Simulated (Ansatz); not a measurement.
The cluster Pd₂Au₄. Charge 0, multiplicity 1. Geometry B3LYP-D4/def2-SVP, basis def2-TZVP, Ansatz.

| atom | x (Å) | y (Å) | z (Å) |
| --- | --- | --- | --- |
| Pd1 | 0.8752 | 2.0931 | -0.4157 |
| Pd2 | 1.0646 | -0.5041 | 0.0511 |
| Au3 | -1.4512 | 0.6199 | 0.1306 |
| Au4 | -1.0688 | -1.8466 | -0.9804 |
| Au5 | 1.2805 | -3.1308 | -0.3891 |
| Au6 | -0.7001 | 2.7686 | 1.6034 |

```json
{"run": "A", "HOMO (eV)": "-4.93", "LUMO (eV)": "-4.48"}
{"run": "B", "HOMO (eV)": "-5.10", "LUMO (eV)": "-4.51"}
{"run": "C", "HOMO (eV)": "-5.94", "LUMO (eV)": "-3.80"}
{"run": "D", "HOMO (eV)": "-7.69", "LUMO (eV)": "-2.05"}
{"run": "E", "HOMO (eV)": "-5.04", "LUMO (eV)": "-4.61"}
```

In the def2 sets Au, Pd take a core potential; there is no spin–orbit coupling. No other spin state of charge 0 was run. Another isomer (singlet) lies 0.44 eV lower at PBE0-D4/def2-TZVP; other spin states weren't run for this one.

**Question.** The runs used PBE, PBE0, r2SCAN, revPBE, ωB97X-V. Estimate which is which.

**Answer.** A revPBE (0 % exact exchange); B r2SCAN (0 % exact exchange); C PBE0 (25 % exact exchange); D ωB97X-V (range-separated); E PBE (0 % exact exchange). Exact exchange lowers occupied and raises empty levels; among semilocal functionals meta-GGAs tend to open the gap a little, and such runs are hard to tell apart. The gap grows from 0.43 eV (PBE) to 5.64 eV (ωB97X-V). The restricted singlet is unstable towards broken spin symmetry in Hartree–Fock (as tested in another run); at revPBE-D4/def2-TZVP, r2SCAN-D4/def2-TZVP, PBE0-D4/def2-TZVP, ωB97X-V/def2-TZVP and others this wasn't settled.
